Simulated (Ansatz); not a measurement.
`[CH3][AlH][SiH2][AlH2]` + `OC[SiH2][SiH3]` → `[AlH2][O]C[SiH2][SiH3]` + `[CH3][AlH][SiH3]`  (cleavage of the Al–Si bond)

Isolated molecules relaxed with PBE0-D4/def2-TZVP in Ansatz; ΔE leaves out vibrations. CCSD(T)/CBS adds triple-zeta CCSD(T) − MP2 to the extrapolated MP2 energy (def2 sets, frozen cores). Each species was taken in one conformer, which may not be the lowest.

| level | ΔE (kcal/mol) |
| --- | --- |
| SCS-MP2/def2-TZVPP | -31.8 |
| CCSD(T)/def2-TZVPP | -28.9 |

(1) What does CCSD(T)/CBS give? (Estimate.)

Largest T1 diagnostic among the species: 0.014.

Answers

(1) The calculation gave: -28.7 kcal/mol. The listed levels differ from it by -3.1, -0.2 kcal/mol.

From PBE to PBE0 (25 % exact exchange), in def2-TZVPP and without D4, ΔE moves by −1.0 kcal/mol. In def2-TZVPP, CCSD(T) changes the Hartree–Fock value by +4.4 kcal/mol (the triples alone add +0.7 kcal/mol) and MP2 by +2.3 kcal/mol.
